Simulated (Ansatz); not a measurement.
The same path of C3H6GeO (11 atoms, charge 0, multiplicity 1) was run twice with different band settings. Lost on the way: Ge4–H8. Made: O3–H8.

All numbers below come from RKS B3LYP-D4/def2-SVP (Ansatz).

Relaxed end points:

```xyz
11
Properties=species:S:1:pos:R:3
C -0.065 1.741 2.123
C 0.313 0.659 1.722
O 0.722 -0.492 1.298
Ge -0.098 -1.270 -0.165
C 0.084 -0.008 -1.637
H -0.386 2.691 2.498
H 0.702 -2.572 -0.323
H -1.560 -1.518 0.255
H -0.345 0.959 -1.338
H 1.146 0.131 -1.885
H -0.448 -0.379 -2.527
```

```xyz
11
Properties=species:S:1:pos:R:3
C -0.225 1.588 2.856
C 0.068 0.830 1.963
O 0.358 0.052 0.944
Ge -1.180 -0.923 -0.706
C 0.059 -0.306 -2.175
H -0.484 2.255 3.655
H -0.239 -2.179 -0.296
H 0.854 -0.739 1.216
H -0.234 0.681 -2.563
H 1.117 -0.279 -1.872
H -0.029 -1.036 -3.002
```

Common settings: movable images 9; climbing image yes; spring 5.0 eV/Å²; optimiser quadratic models (default); start path through a guess of the saddle point; end points relaxed.

| run | force threshold | iteration limit |
| --- | --- | --- |
| 1 | 0.05 eV/Å | 51 |
| 2 | 0.5 eV/Å | 52 |

**Question.** What does each run give, and how far can it be trusted?

**Answer.** Run 1: converged after 25 iterations, highest image 2.477 eV above the first end. Neighbouring images differ by up to 1.4 eV, so the band resolves the path poorly. A vibrational analysis at the climbing image gives 2 clearly imaginary modes (1290i, 63i cm⁻¹): a point of higher order, so a lower path passes nearby.
Run 2: converged after 15 iterations, highest image 2.553 eV above the first end. The threshold of 0.5 eV/Å is loose, so the images may lie well off the minimum-energy path. Neighbouring images differ by up to 1.2 eV, so the band resolves the path poorly. The order of the stationary point at the top wasn't checked.
The orbitals stay closed-shell, which can raise the energy where a bond breaks towards radicals; this wasn't checked here.
